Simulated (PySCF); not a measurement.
Molecule (SMILES): [BH] (BH) (closed-shell singlet).
Geometry (B3LYP-D3(BJ)/def2-TZVP, fixed):
```xyz
2

B      0.0000     0.0000    -0.2055
H      0.0000     0.0000     1.0276
```
Charge 0, spin multiplicity 1.

Basis-set convergence of the lowest singlet excitation energy at PBE0 with PySCF. Tamm-Dancoff approximation; the state is taken by its order, and sets in which it differs in degeneracy or brightness are left out, yet its character can still change. All functions are spherical. Density fitting with generated auxiliary sets. No added dispersion term, no relativity. Reference: the value in d-aug-cc-pVTZ, 2.845 eV. Deviations are taken from unrounded values. Cost is core time over that of aug-cc-pVTZ, rough, on shared machines of one kind; a dash marks a row that isn't timed (too short, read off another run, short of memory, by another algorithm or on other hardware).

```json
[
 {"basis": "6-31G**", "functions": "19", "lowest singlet excitation energy (eV)": "3.043", "minus reference (eV)": "0.198", "cost": "-"},
 {"basis": "cc-pVDZ", "functions": "19", "lowest singlet excitation energy (eV)": "2.901", "minus reference (eV)": "0.057", "cost": "-"},
 {"basis": "6-311G**", "functions": "24", "lowest singlet excitation energy (eV)": "2.917", "minus reference (eV)": "0.072", "cost": "-"},
 {"basis": "aug-cc-pVDZ", "functions": "32", "lowest singlet excitation energy (eV)": "2.842", "minus reference (eV)": "-0.003", "cost": "-"},
 {"basis": "cc-pVTZ", "functions": "44", "lowest singlet excitation energy (eV)": "2.867", "minus reference (eV)": "0.022", "cost": "0.4×"},
 {"basis": "jun-cc-pV(T+d)Z", "functions": "53", "lowest singlet excitation energy (eV)": "2.846", "minus reference (eV)": "0.001", "cost": "0.5×"},
 {"basis": "aug-cc-pVTZ", "functions": "69", "lowest singlet excitation energy (eV)": "2.845", "minus reference (eV)": "0.000", "cost": "1×"},
 {"basis": "cc-pVQZ", "functions": "85", "lowest singlet excitation energy (eV)": "2.855", "minus reference (eV)": "0.010", "cost": "0.7×"},
 {"basis": "aug-cc-pVQZ", "functions": "126", "lowest singlet excitation energy (eV)": "2.846", "minus reference (eV)": "0.001", "cost": "3×"},
 {"basis": "cc-pV5Z", "functions": "146", "lowest singlet excitation energy (eV)": "2.849", "minus reference (eV)": "0.004", "cost": "2×"},
 {"basis": "aug-cc-pV5Z", "functions": "207", "lowest singlet excitation energy (eV)": "2.846", "minus reference (eV)": "0.001", "cost": "10×"}
]
```

The smallest set listed that lies within 0.1 eV of the reference with all its larger relatives (same family, alike in diffuse functions; a set with none counts only in the reference's own line) is cc-pVDZ (19 functions, 0.057 eV off). Inside, with no larger relative to test it: 6-311G**.
